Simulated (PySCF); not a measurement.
## Radial density of Si⁺ (silicon, charge +1)

M06-L, [Ne] 3s2 3p1, 2P determinant. Computed with PySCF 2.14 in x2c-QZVPPall with one added diffuse shell each of s, p, d, f type (10s7p5d3f1g, 86 functions), with scalar relativity by spin-free X2C-1e.

```json
{"r (bohr)": "0.00224", "4πr²ρ (e/bohr)": "0.1188", "4πr²(ρα − ρβ)": "0.0000"}
{"r (bohr)": "0.00377", "4πr²ρ (e/bohr)": "0.3134", "4πr²(ρα − ρβ)": "0.0000"}
{"r (bohr)": "0.00635", "4πr²ρ (e/bohr)": "0.8051", "4πr²(ρα − ρβ)": "0.0000"}
{"r (bohr)": "0.0107", "4πr²ρ (e/bohr)": "1.975", "4πr²(ρα − ρβ)": "-0.0001"}
{"r (bohr)": "0.0180", "4πr²ρ (e/bohr)": "4.481", "4πr²(ρα − ρβ)": "-0.0002"}
{"r (bohr)": "0.0302", "4πr²ρ (e/bohr)": "8.896", "4πr²(ρα − ρβ)": "-0.0001"}
{"r (bohr)": "0.0508", "4πr²ρ (e/bohr)": "14.11", "4πr²(ρα − ρβ)": "0.0012"}
{"r (bohr)": "0.0855", "4πr²ρ (e/bohr)": "15.60", "4πr²(ρα − ρβ)": "0.0088"}
{"r (bohr)": "0.144", "4πr²ρ (e/bohr)": "11.18", "4πr²(ρα − ρβ)": "0.0354"}
{"r (bohr)": "0.242", "4πr²ρ (e/bohr)": "10.49", "4πr²(ρα − ρβ)": "0.0833"}
{"r (bohr)": "0.407", "4πr²ρ (e/bohr)": "14.41", "4πr²(ρα − ρβ)": "0.0813"}
{"r (bohr)": "0.684", "4πr²ρ (e/bohr)": "8.179", "4πr²(ρα − ρβ)": "-0.0019"}
{"r (bohr)": "1.15", "4πr²ρ (e/bohr)": "1.909", "4πr²(ρα − ρβ)": "0.1427"}
{"r (bohr)": "1.94", "4πr²ρ (e/bohr)": "1.608", "4πr²(ρα − ρβ)": "0.4863"}
{"r (bohr)": "3.26", "4πr²ρ (e/bohr)": "0.4883", "4πr²(ρα − ρβ)": "0.2179"}
{"r (bohr)": "5.48", "4πr²ρ (e/bohr)": "0.01259", "4πr²(ρα − ρβ)": "0.0084"}
{"r (bohr)": "9.21", "4πr²ρ (e/bohr)": "8.949e-05", "4πr²(ρα − ρβ)": "0.0001"}
```

Densities and radii are taken from the X2C orbitals without a picture-change correction, which distorts them close to the nucleus.
